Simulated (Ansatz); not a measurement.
One change: `CC[SiH2][SeH]` becomes `CC[SiH2]O`.

Ansatz, PBE0-D4/def2-TZVP geometries, multiplicity 1. Each molecule was computed in one conformer, which needn't be the lowest.

Scalar relativity is left out up to krypton.

```tsv
property	`CC[SiH2][SeH]`
HOMO–LUMO gap (ωB97M-V/def2-TZVPP) / eV	11.02
HOMO energy (PBE/def2-TZVPP) / eV	-5.78
size of the dipole moment (B3LYP/def2-TZVPP) / D	1.65
HOMO energy (PBE0/def2-TZVPP) / eV	-6.92
LUMO energy (B3LYP/def2-TZVPP) / eV	-0.08
HOMO energy (B3LYP/def2-TZVPP) / eV	-6.68
```

Question: Give the same properties after the change, and the shifts. (An estimate is asked.)

Answer: Computed: 
| property | `CC[SiH2]O` | shift |
| --- | --- | --- |
| HOMO–LUMO gap (ωB97M-V/def2-TZVPP) / eV | 12.26 | 1.24 |
| HOMO energy (PBE/def2-TZVPP) / eV | -6.67 | -0.89 |
| size of the dipole moment (B3LYP/def2-TZVPP) / D | 1.58 | -0.07 |
| HOMO energy (PBE0/def2-TZVPP) / eV | -8.05 | -1.13 |
| LUMO energy (B3LYP/def2-TZVPP) / eV | 0.07 | 0.15 |
| HOMO energy (B3LYP/def2-TZVPP) / eV | -7.86 | -1.18 |

With PBE0 the HOMO falls by 1.13 eV and the LUMO rises by 0.18 eV, so the gap widens by about 1.31 eV. PBE moves the HOMO by -0.89 eV and ωB97M-V by -1.23 eV. Dipoles are sizes alone; their direction can turn.

B3LYP here is the variant with VWN-RPA as its local correlation; programs differ in this.

Spin–orbit coupling is left out; it splits and shifts lone-pair levels of the heavy atoms by tenths of an eV.
